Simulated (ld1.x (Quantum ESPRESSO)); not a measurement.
# Logarithmic derivatives: Cr, ultrasoft

chromium, ultrasoft, made with ld1.x (Quantum ESPRESSO) 7.5 (LDA (PZ), scalar-relativistic). Core [Ne], reference 3s2 3p6 3d5 4s1 4p0. Waves: 3s (bound): rcut 1.35, rcutus 1.60 bohr; 4s (bound): rcut 1.35, rcutus 1.60 bohr; 3p (bound): rcut 1.50, rcutus 1.70 bohr; 4p (bound, empty): rcut 1.50, rcutus 1.70 bohr; 3d (bound): rcut 1.65, rcutus 2.10 bohr; 3d channel at 0.1 Ry: rcut 1.65, rcutus 2.10 bohr. Local part: all-electron potential smoothed inside 1.70 bohr (lloc = -1). Core correction: a·sin(br)/r model core inside 1.65 bohr. Augmentation charge: PSQ, inside the norm-conserving radii.

The phase is arctan(r·u′/u) with u = r·R(r), unwrapped; energies in Ry, scanned from -7 to 5 Ry. A pole is an energy at which the radial function vanishes at the test radius. The pseudo phase is shifted by a multiple of π to meet the all-electron one at the reference energy, and phase errors are pseudo minus all-electron; the curves can meet again beyond the range given. Levels narrower than the energy grid can be missing from the lists of poles.

```json
{"channel": "s", "radius (bohr)": "2.29", "reference energy (Ry)": "-0.31", "poles, all-electron": "-5.36, 3.51", "poles, pseudo": "-5.36, 0.45, 2.48", "unbroken range about the reference energy with phases within 0.05 rad": "below 0.1", "phase error 1 Ry above the reference energy (rad)": "-3.690"}
{"channel": "p", "radius (bohr)": "2.29", "reference energy (Ry)": "-0.08", "poles, all-electron": "-3.24, 4.60", "poles, pseudo": "-3.24, 4.37", "unbroken range about the reference energy with phases within 0.05 rad": "the whole range", "phase error 1 Ry above the reference energy (rad)": "-0.004"}
{"channel": "d", "radius (bohr)": "2.29", "reference energy (Ry)": "-0.23", "poles, all-electron": "0.15", "poles, pseudo": "0.15", "unbroken range about the reference energy with phases within 0.05 rad": "below 2.5", "phase error 1 Ry above the reference energy (rad)": "+0.000"}
```

The ghost test of this file was not conclusive. Its overlap operator is not positive definite in a basis up to 400 Ry (lowest eigenvalue s -14.91), so the file is unfit for use: the generalised eigenproblem breaks down once the basis is large enough, and its test numbers describe a broken file.

Phases in the p channel:

| E (Ry) | all-electron | pseudo |
| --- | --- | --- |
| -7.00 | 1.395 | 1.395 |
| -6.74 | 1.391 | 1.391 |
| -6.48 | 1.386 | 1.386 |
| -6.22 | 1.381 | 1.381 |
| -5.96 | 1.376 | 1.376 |
| -5.70 | 1.370 | 1.370 |
| -5.44 | 1.364 | 1.363 |
| -5.18 | 1.356 | 1.356 |
| -4.92 | 1.347 | 1.347 |
| -4.66 | 1.336 | 1.336 |
| -4.40 | 1.321 | 1.321 |
| -4.14 | 1.300 | 1.300 |
| -3.88 | 1.262 | 1.261 |
| -3.62 | 1.147 | 1.146 |
| -3.36 | -1.116 | -1.116 |
| -3.10 | -1.684 | -1.684 |
| -2.84 | -1.755 | -1.755 |
| -2.58 | -1.790 | -1.790 |
| -2.32 | -1.816 | -1.816 |
| -2.06 | -1.839 | -1.839 |
| -1.80 | -1.862 | -1.862 |
| -1.54 | -1.887 | -1.887 |
| -1.28 | -1.916 | -1.916 |
| -1.02 | -1.950 | -1.950 |
| -0.76 | -1.992 | -1.992 |
| -0.50 | -2.045 | -2.045 |
| -0.24 | -2.115 | -2.115 |
| 0.02 | -2.213 | -2.213 |
| 0.28 | -2.354 | -2.355 |
| 0.54 | -2.569 | -2.570 |
| 0.80 | -2.892 | -2.894 |
| 1.06 | -3.312 | -3.318 |
| 1.32 | -3.715 | -3.724 |
| 1.58 | -4.009 | -4.018 |
| 1.84 | -4.203 | -4.211 |
| 2.10 | -4.332 | -4.340 |
| 2.36 | -4.421 | -4.430 |
| 2.62 | -4.487 | -4.496 |
| 2.88 | -4.537 | -4.547 |
| 3.14 | -4.577 | -4.587 |
| 3.40 | -4.610 | -4.621 |
| 3.66 | -4.638 | -4.649 |
| 3.92 | -4.661 | -4.674 |
| 4.18 | -4.682 | -4.697 |
| 4.44 | -4.701 | -4.718 |
| 4.70 | -4.719 | -4.738 |
| 4.96 | -4.735 | -4.757 |
